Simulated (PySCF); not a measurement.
## Assignment exercise: C₅H₁₃FOSi₂

Numbering as in the mapped SMILES `[OH:1][SiH2:2]/[C:3](=[CH:4]\[CH2:5][SiH3:6])[CH2:7][CH2:8][F:9]` (H(Xn): hydrogen on atom n).

Computed data (PySCF): shielding tensors at PBE0/pcSseg-1 (GIAO), structure optimised with GFN2-xTB. Non-relativistic, isolated molecule, equivalent nuclei averaged, single conformer.

Referencing at the same level of theory: ¹³C and ¹H vs TMS.

Q: Assign these signals to the numbered atoms. ¹³C{¹H} NMR (computed): δ 152.7 (CH), 143.6 (C), 93.3 (CH2), 44.9 (CH2), 19.3 (CH2).

A: 
```tsv
δ (ppm)	atoms	environment	reason
152.7	C4	alkene CH	as expected for a trigonal carbon in a double bond
143.6	C3	fully substituted alkene carbon	an sp2 carbon of a C=C bond
93.3	C8	sp3 CH2 bonded to F	the inductive effect lowers its shielding
44.9	C7	allylic sp3 CH2	a saturated carbon with 2 carbon neighbours and no heteroatom attached
19.3	C5	allylic sp3 CH2 bonded to Si	–
```

Q: Assign these signals to the numbered atoms. ¹H NMR (400 MHz, computed): δ 6.58 (t, 1H), 5.08 (s, 2H), 4.76 (m, 2H), 3.84 (t, 3H), 2.43 (m, 2H), 2.16 (m, 2H), 1.76 (br s, 1H).

A: 
| δ (ppm) | atoms | environment | reason |
| --- | --- | --- | --- |
| 6.58 | H(C4) | hydrogen on an alkene CH | olefinic region |
| 5.08 | H(Si2) | hydrogen on a silicon bonded to C, O | – |
| 4.76 | H(C8) | hydrogen on an sp3 CH2 bonded to F | its carbon carries F, an electronegative neighbour |
| 3.84 | H(Si6) | hydrogen on a silicon bonded to C | – |
| 2.43 | H(C7) | hydrogen on an allylic sp3 CH2 | allylic position |
| 2.16 | H(C5) | hydrogen on an allylic sp3 CH2 bonded to Si | allylic position |
| 1.76 | H(O1) | hydrogen on an oxygen bonded to Si | labile proton, position sensitive to the medium |

Exchangeable OH/NH protons stand at their gas-phase positions; hydrogen bonding in a real sample shifts them, mostly to higher δ. Splittings by ¹⁹F in the carbon and heteronuclear signals aren't shown, as no couplings were computed. Shifts are as computed. Against solution values, carbons near 30 ppm lie about +3 ppm off and those near 130 ppm about +5 ppm. Of 1211 compounds with measured shifts, 218 miss one by over three times the rms of a fit or turn the order of signals round; such compounds aren't used in these exercises. Multiplicities follow the n + 1 count of equivalent neighbours, as no J values were calculated; m marks all less simple cases, F and P coupling included.
